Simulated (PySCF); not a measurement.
Sn(H)(SH)3 (H4S3Sn), SMILES [SH][SnH]([SH])[SH]. Geometry: PBE0-D3(BJ)/def2-SVP. The structure was generated by enumeration; whether it is a known compound was not checked. The def2 effective core potentials stand for the cores of Sn; spin–orbit coupling is left out. The values are those of a single conformer.

Computed equilibrium geometry at PBE0-D3(BJ)/def2-SVP (PySCF confirms it by a frequency run) as a Z-matrix, and its point group (one conformer of several):
point group C3.
```
Sn
H 1 1.7074
S 1 2.4192 2 111.09
H 3 1.3519 1 91.10 2 -134.56
S 1 2.4192 2 111.09 3 -120.00
H 5 1.3519 1 91.10 2 -134.56
S 1 2.4192 2 111.09 5 -120.00
H 7 1.3519 1 91.10 2 -134.56
```
Charge 0, spin multiplicity 1.
